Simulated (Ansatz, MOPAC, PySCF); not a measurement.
Molecule: PbBr, net charge 0, doublet state. SMILES: [Br][Pb]
Structure (B3LYP-D3(BJ)/def2-TZVP (Ansatz, a first-principles code) minimum search):
```xyz
2

Pb     0.0000     0.0000    -0.7892
Br     0.0000     0.0000     1.8489
```
Charge 0, spin multiplicity 2.

Property: size of the dipole moment, in D. Conventions: spin-orbit terms left out; open shells spin-unrestricted; def2 sets with scalar-relativistic core potentials past Kr; LANL2DZ with its own core potentials from Na on. Ab initio and DFT rows: single points at B3LYP-D3(BJ) geometries (Ansatz). Semi-empirical rows: dipoles at the shared geometry. The spin state of an ion or metal species was assumed, not searched.

```tsv
level	program	size of the dipole moment (D)
PM3	MOPAC	5.70
MNDO	MOPAC	4.30
PBE/LANL2DZ	Ansatz	3.67
BP86/LANL2DZ	PySCF	3.70
BP86/def2-SVP	PySCF	3.11
PBE0/LANL2DZ	Ansatz	4.23
```

No value to compare with is used here. The 6 habitual levels span 3.11 (BP86/def2-SVP) to 5.70 D (PM3).

The levels are drawn from those run, B3LYP/6-31G* more often than the rest, none by its result; runs whose electronic state is in doubt are left out.
